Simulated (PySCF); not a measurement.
Basis-set dependence of InP at MP2

PySCF, UHF reference; triplet, unpaired electrons π ↑↑; De to In + P without counterpoise correction. Frozen cores follow the default of each basis and core potential.

```json
{"basis": "x2c-SVPall", "relativity": "spin-free X2C", "functions": "54", "Re (Å)": "2.643", "ωe (cm⁻¹)": "262", "De (eV)": "1.33", "frozen orbitals": "23"}
{"basis": "def2-SVPD", "relativity": "scalar-relativistic core potentials", "functions": "56", "Re (Å)": "2.675", "ωe (cm⁻¹)": "257", "De (eV)": "1.49", "frozen orbitals": "9"}
{"basis": "def2-TZVPP", "relativity": "scalar-relativistic core potentials", "functions": "92", "Re (Å)": "2.625", "ωe (cm⁻¹)": "263", "De (eV)": "1.65", "frozen orbitals": "9"}
{"basis": "def2-TZVPPD", "relativity": "scalar-relativistic core potentials", "functions": "104", "Re (Å)": "2.626", "ωe (cm⁻¹)": "262", "De (eV)": "1.67", "frozen orbitals": "9"}
```

(1) How does each smaller set differ from the one with most functions, def2-TZVPPD?

Correlated steps freeze the inner cores (9 to 23 orbitals); shallow outer-core shells are correlated. Correlated levels converge slowly with the basis: in double zeta they bind strong bonds too weakly, by up to about 1 eV, and carry superposition errors of some tenths. These are scalar-relativistic numbers at best; spin–orbit coupling would shift them, the dissociation energy most. The state is the lowest determinant that a PBE0 search found; another state may lie lower at other levels.

Results:

(1) x2c-SVPall: +1.7 pm, +0.0 % in ωe, -0.34 eV in De; def2-SVPD: +4.9 pm, -1.9 % in ωe, -0.18 eV in De; def2-TZVPP: -0.1 pm, +0.4 % in ωe, -0.02 eV in De. All at MP2; the set with most functions is neither the basis-set limit nor always the best. The rows treat relativity differently, so the differences are not basis effects alone.
